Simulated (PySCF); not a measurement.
Computed shifts of a molecule C2H5FOSi2, PBE/pcSseg-1 (PySCF), GIAO, gas phase, equivalent atoms averaged, in ppm (number of nuclei): ¹⁹F: -209.2 (1). ¹³C: 159.8 (1), 158.3 (1). ²⁹Si: 0.8 (1), -98.6 (1). ¹H: 7.49 (1), 5.79 (2), 4.76 (2). References: ¹⁹F against CFCl3 (σ = 133.6 ppm); ¹³C against TMS (σ = 182.0 ppm); ¹⁷O against H2O (σ = 334.3 ppm); ²⁹Si against TMS (σ = 335.4 ppm); ¹H against TMS (σ = 31.49 ppm), references at their B3LYP-D3(BJ)/def2-TZVP geometries, non-relativistic. Geometry: PBE0-D3(BJ)/def2-SVP. The values are those of a single conformer.

Question: Identify the compound among the candidates.
A) O=C1[SiH2]C(F)[SiH2]1
B) FC1=C([SiH3])O[SiH2]1
C) O[SiH2]C#C[SiH2]F
D) FC1=CO[SiH2][SiH2]1

Answer: D, FC1=CO[SiH2][SiH2]1
